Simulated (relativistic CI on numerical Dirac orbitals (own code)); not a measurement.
**Cr5+ in a cubic cluster: 1s photoemission with charge transfer**

Computed with a charge-transfer multiplet model of a cubic metal-ligand cluster with up to 2 ligand holes, Slater and spin-orbit integrals from Dirac-Coulomb-Breit ions, Slater integrals scaled by 0.9. The parameters are those of a tetrahedral site (10Dq negative, t2 hopping the larger). The ground state mixes d1 with configurations of k ligand holes L, whose averages lie at kΔ + k(k − 1)U_dd/2; a core hole lowers each added d electron by U_cd. 300 K, Lorentzian 1.1 eV and Gaussian 0.6 eV FWHM.

Atomic integrals in eV (Slater integrals scaled, ζ unscaled), ground: F2dd 10.549, F4dd 6.644, zeta_d 0.045; with the core hole: F2dd 10.549, F4dd 6.644, zeta_d 0.066, G2cd 0.072. Where a configuration has fewer than two d electrons, the dd integrals are those of d2.

Cluster parameters (eV): U_dd = 4.8, U_cd = 5.4, 10Dq = -0.2, 10Dq(ligand) = 0, V(eg) = 1.02, V(t2g) = -1.74, final-state hopping factor = 0.9.

| Case | n_d | d1 | d2L | d3L2 | S |
| --- | --- | --- | --- | --- | --- |
| Δ = -1.8 eV | 2.12 | 0.15 | 0.58 | 0.27 | 0.50 |
| Δ = -0.8 eV | 2.02 | 0.20 | 0.59 | 0.22 | 0.50 |
| Δ = 0.2 eV | 1.91 | 0.26 | 0.57 | 0.17 | 0.50 |
| Δ = 1.2 eV | 1.81 | 0.33 | 0.54 | 0.13 | 0.50 |
| Δ = 3.2 eV | 1.59 | 0.48 | 0.45 | 0.07 | 0.50 |

Weights, n_d and S are thermal averages at 300 K. Binding energies count from the first peak over 30 % of the highest in each spectrum, which can be another peak from case to case. The parameters are a model scan and need not match a compound or its usual spin state. Peaks in eV (height, largest 100):
- Δ = -1.8 eV: 0.0 (100), 9.6 (9)
- Δ = -0.8 eV: 0.0 (100), 9.4 (9)
- Δ = 0.2 eV: 0.0 (100), 9.2 (10)
- Δ = 1.2 eV: 0.0 (100), 9.0 (12)
- Δ = 3.2 eV: 0.0 (100), 3.5 (6), 8.4 (14)

Curve for Δ = 0.2 eV (points under 2 left out, the grid thinned):

| E (eV) | Intensity |
| --- | --- |
| -3.6 | 2.8 |
| -3.2 | 3.5 |
| -2.9 | 4.3 |
| -2.5 | 5.7 |
| -2.2 | 7.4 |
| -1.8 | 10.9 |
| -1.5 | 15.4 |
| -1.1 | 26.8 |
| -0.8 | 43.5 |
| -0.4 | 79.1 |
| -0.1 | 99.1 |
| 0.3 | 83.8 |
| 0.6 | 56.0 |
| 1.0 | 30.0 |
| 1.3 | 20.1 |
| 1.7 | 13.2 |
| 2.0 | 10.2 |
| 2.4 | 8.0 |
| 2.7 | 7.2 |
| 3.1 | 6.6 |
| 3.4 | 6.0 |
| 3.8 | 5.0 |
| 4.2 | 4.1 |
| 4.5 | 3.6 |
| 4.9 | 3.2 |
| 5.2 | 3.1 |
| 5.6 | 2.9 |
| 5.9 | 2.7 |
| 6.3 | 2.5 |
| 6.6 | 2.5 |
| 7.0 | 2.7 |
| 7.3 | 2.9 |
| 7.7 | 3.6 |
| 8.0 | 4.3 |
| 8.4 | 6.1 |
| 8.7 | 8.0 |
| 9.1 | 10.0 |
| 9.4 | 9.8 |
| 9.8 | 7.6 |
| 10.1 | 5.9 |
| 10.5 | 4.5 |
| 10.8 | 3.9 |
| 11.2 | 3.0 |
| 11.5 | 2.4 |
| 11.9 | 2.0 |

For the case Δ = 0.2 eV, Δ = 0.2 eV is smaller than U_dd = 4.8 eV, the charge-transfer side of the Zaanen-Sawatzky-Allen scheme. With the core hole the configuration with one ligand hole lies at Δ − U_cd = -7.2, -6.2, -5.2, -4.2, -2.2 eV from the one without, in the order of the table; where this is negative the screened configuration lies lower, though the effective hopping of about 3.9 eV (from the holes of the mixed ground state) mixes the two strongly wherever it is as large as the gap.

With at most 2 ligand holes the space is cut while the next configuration still counts, so covalency is underestimated, and a final configuration with one more ligand hole, which can lie low, is missing from the spectra.
